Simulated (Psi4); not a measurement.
Psi4 input (wB97X-D/6-31G*):

```
memory 1500 MB

molecule {
0 1
S     1.36780200   -1.15278600   -0.21973100
B    -0.00608300    0.01046600   -0.00319400
S    -1.24050100   -0.32904200    1.27303500
S     0.00742100    1.43148500   -1.12431800
H     1.01360300   -2.01747700    0.74584000
H    -2.03097500    0.74026900    1.08513000
H    -1.10777100    2.03036200   -0.67878000
symmetry c1
no_reorient
no_com
}

set {
  basis 6-31G*
  reference rks
  scf_type pk
  dft_radial_points 99
  dft_spherical_points 590
  e_convergence 1e-8
  d_convergence 1e-7
  maxiter 150
}

e = energy('wb97x-d')
print_out(f'\nFINAL {e:.10f} DIPOLE {variable("CURRENT DIPOLE")[0]:.6f} {variable("CURRENT DIPOLE")[1]:.6f} {variable("CURRENT DIPOLE")[2]:.6f}\n')
```

From the output:

```
      56A      0.836528    57A      0.838064    58A      0.842993
      59A      0.898834    60A      0.901920    61A      1.001725
      62A      1.005327    63A      1.030264    64A      1.039980
      65A      1.165589    66A      1.183987    67A      1.214958
      68A      1.232339    69A      1.264140    70A      1.499923
      71A      1.520841    72A      1.801272    73A      1.863369
      74A      1.931652    75A      3.513556    76A      4.003654
      77A      4.005809    78A      4.014731

    Final Occupation by Irrep:
              A
    DOCC [    28 ]
    NA   [    28 ]
    NB   [    28 ]

  @RKS Final Energy: -1221.23849882987179

   => Energetics <=

    Nuclear Repulsion Energy =            237.3239431021514463
    One-Electron Energy =               -2157.6514438552162574
    Two-Electron Energy =                 758.8076129766034228
    DFT Exchange-Correlation Energy =     -59.7168174645128644
    Empirical Dispersion Energy =          -0.0017935888974070
    VV10 Nonlocal Energy =                  0.0000000000000000
    Total Energy =                      -1221.2384988298717872

Computation Completed

Properties will be evaluated at   0.000000,   0.000000,   0.000000 [a0]

Properties computed using the SCF density matrix

 Multipole Moments:

 ------------------------------------------------------------------------------------
     Multipole            Electronic (a.u.)      Nuclear  (a.u.)        Total (a.u.)
 ------------------------------------------------------------------------------------

 L = 1.  Multiply by 2.5417464519 to convert [e a0] to [Debye]
 Dipole X            :         -0.6618500           -0.0000113           -0.6618614
 Dipole Y            :          0.2426011           -0.0000076            0.2425935
 Dipole Z            :          0.3525776           -0.0000076            0.3525700
 Magnitude           :                                                    0.7881737

 ------------------------------------------------------------------------------------

FINAL -1221.2384988299 DIPOLE -0.661861 0.242594 0.352570

*** Psi4 exiting successfully. Buy a developer a beer!
```

The geometry given is a B3LYP-D3(BJ)/def2-TZVP minimum.
